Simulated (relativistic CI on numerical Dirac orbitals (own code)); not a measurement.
## Line list: Electric-dipole lines, Sb³⁺

These numbers are calculated, not measured: Dirac-Coulomb-Breit CI, orbitals from a KLI potential per configuration, a model potential for QED, valence Slater integrals scaled by 0.85, configuration energies shifted to the measured levels that pair with them (semi-empirical) (own radial code, finite nucleus).

Configuration list (outside the closed core [Kr]): 4d10 5s2, 4d10 5s 5p, 4d10 5p2, 4d10 5s 5d, 4d10 5s 6s, 4d10 5s 6p, 4d10 5s 4f, 4d10 5s 6d, 4d10 5s 7s, 4d10 5s 5f, 4d10 5d2, 4d10 5s 5g, 4d10 5p 5d, 4d10 4f2, 4d10 4f 5p, 4d10 5f2, 4d10 5s 7p, 4d10 5p 5f, 4d10 5g2, 4d10 5p 6s, 4d10 5p 5g, 4d9 5s2 4f, 4d10 5s 7d, 4d9 5s 5p2, 4d8 5s2 5p2, 4d10 5s 6f, 4d9 5s2 5p, 4d10 4f 5d, 4d9 5s 5p 6s, 4d10 5d 5f. Levels of other configurations are missing.

| λ vac (Å) | Lower | Upper | A (s⁻¹) | gf | Branching (%) |
| --- | --- | --- | --- | --- | --- |
| 531.60 | 4d10 5s 5p 3P°_1 [3] | 4d10 5s 6d 3D_2 [27] | 8.19e+08 | 1.74e-01 | 40.7 |
| 547.02 | 4d10 5s 5p 3P°_2 [4] | 4d10 5s 6d 3D_3 [28] | 9.44e+08 | 2.96e-01 | 50.4 |
| 627.53 | 4d10 5s 5p 1P°_1 [5] | 4d10 5s 6d 1D_2 [31] | 1.32e+09 | 3.91e-01 | 57.7 |
| 820.20 | 4d10 5s 5p 3P°_1 [3] | 4d10 5s 6s 3S_1 [14] | 1.52e+09 | 4.60e-01 | 32.0 |
| 859.04 | 4d10 5s 5p 3P°_2 [4] | 4d10 5s 6s 3S_1 [14] | 2.71e+09 | 9.00e-01 | 57.1 |
| 873.78 | 4d10 5s 5p 3P°_0 [2] | 4d10 5s 5d 3D_1 [10] | 3.29e+09 | 1.13e+00 | 56.1 |
| 888.55 | 4d10 5s 5p 3P°_1 [3] | 4d10 5s 5d 3D_2 [11] | 4.26e+09 | 2.52e+00 | 75.3 |
| 890.99 | 4d10 5s 5p 3P°_1 [3] | 4d10 5s 5d 3D_1 [10] | 2.40e+09 | 8.59e-01 | 41.0 |
| 930.09 | 4d10 5s 5p 3P°_2 [4] | 4d10 5s 5d 3D_3 [12] | 5.30e+09 | 4.81e+00 | 100.0 |
| 934.31 | 4d10 5s 5p 3P°_2 [4] | 4d10 5s 5d 3D_2 [11] | 1.39e+09 | 9.07e-01 | 24.5 |
| 1022.0 | 4d10 5s2 1S_0 [1] | 4d10 5s 5p 1P°_1 [5] | 4.24e+09 | 1.99e+00 | 100.0 |
| 1034.4 | 4d10 5s 5p 1P°_1 [5] | 4d10 5s 6s 1S_0 [16] | 4.13e+09 | 6.63e-01 | 99.3 |
| 1037.3 | 4d10 5s 5p 3P°_1 [3] | 4d10 5p2 3P_2 [9] | 9.63e+08 | 7.77e-01 | 27.7 |
| 1038.7 | 4d10 5s 5p 1P°_1 [5] | 4d10 5s 5d 1D_2 [15] | 7.87e+09 | 6.36e+00 | 99.0 |
| 1083.2 | 4d10 5s 5p 3P°_0 [2] | 4d10 5p2 3P_1 [8] | 1.47e+09 | 7.74e-01 | 38.7 |
| 1100.3 | 4d10 5s 5p 3P°_2 [4] | 4d10 5p2 3P_2 [9] | 2.47e+09 | 2.25e+00 | 71.2 |
| 1109.7 | 4d10 5s 5p 3P°_1 [3] | 4d10 5p2 3P_1 [8] | 9.97e+08 | 5.52e-01 | 26.3 |
| 1130.6 | 4d10 5s 5p 3P°_1 [3] | 4d10 5p2 1D_2 [7] | 2.54e+08 | 2.44e-01 | 32.0 |
| 1137.2 | 4d10 5s 5p 1P°_1 [5] | 4d10 5p2 1S_0 [13] | 4.15e+09 | 8.04e-01 | 98.4 |
| 1159.0 | 4d10 5s 5p 3P°_1 [3] | 4d10 5p2 3P_0 [6] | 3.49e+09 | 7.03e-01 | 99.5 |
| 1182.0 | 4d10 5s 5p 3P°_2 [4] | 4d10 5p2 3P_1 [8] | 1.32e+09 | 8.30e-01 | 34.9 |
| 1205.8 | 4d10 5s 5p 3P°_2 [4] | 4d10 5p2 1D_2 [7] | 4.00e+08 | 4.36e-01 | 50.4 |
| 1361.2 | 4d10 5p2 1D_2 [7] | 4d10 5s 4f 1F°_3 [24] | 1.08e+09 | 2.10e+00 | 76.1 |
| 1526.4 | 4d10 5p2 3P_2 [9] | 4d10 5s 4f 1F°_3 [24] | 1.91e+08 | 4.67e-01 | 13.5 |
| 1565.4 | 4d10 5p2 1D_2 [7] | 4d10 5s 6p 1P°_1 [20] | 4.14e+08 | 4.56e-01 | 47.8 |
| 2077.9 | 4d10 5s 5d 3D_1 [10] | 4d10 5s 4f 3F°_2 [21] | 4.97e+08 | 1.61e+00 | 84.5 |
| 2085.6 | 4d10 5s 5d 3D_2 [11] | 4d10 5s 4f 3F°_3 [22] | 5.27e+08 | 2.40e+00 | 81.3 |
| 2357.1 | 4d10 5s 6p 1P°_1 [20] | 4d10 5s 7s 1S_0 [35] | 9.36e+08 | 7.79e-01 | 28.3 |
| 3618.4 | 4d10 5s 4f 3F°_2 [21] | 4d10 5s 6d 3D_1 [26] | 9.82e+07 | 5.78e-01 | 4.7 |
| 3620.3 | 4d10 5s 4f 3F°_3 [22] | 4d10 5s 6d 3D_2 [27] | 8.12e+07 | 7.98e-01 | 4.0 |

Terms are leading LS components. Brackets give the number of a level in order of energy, since labels repeat. The list gives strong lines, with weight on those to low levels, without configurations that were not tied to measured data, without lines whose two gauges differ by over a factor of 2.5, among the lowest 94 of 439 levels, so that lines to higher ones, which can be the strongest, are missing, and without lines across small gaps between configurations, and without 25 lines that miss the measured interval by over 3.5 %, start from a term whose rates miss tabulated ones by over 60 %, have gauges far apart or, lacking measured levels, span too small a gap for the errors found; lines with a level outside our table were not tested and can miss by more. Levels whose partners in the same complex of configurations lie outside the list can be far off, and so can their lines. Rates are taken at the computed energies, electric ones in the length gauge.

Configurations whose levels could be paired with our table of measured levels were shifted onto them, all but the ground configuration, by the median error of their levels; single terms can still be off by 1,000 to 2,000 cm⁻¹ or more, and rates follow the energies as ν³ (E1, M1) or ν⁵ (E2). The others borrow a shift and can be off by several thousand cm⁻¹ or more. The fine structure of a lone outer electron comes out too small, for d and f at times inverted, and misplaced configurations move strength between like terms. 20 of the 20 excited levels that our extract of the measured tables holds in this range could be paired (the sources list more); they are missed by 526 cm⁻¹ on average and 1892 at most, after the shifts were fitted to these levels, and levels without a partner can miss by more.

LS names give the leading component of a level, which can be under half, so a name can repeat, a term be missing and a line seem to break the LS rules.
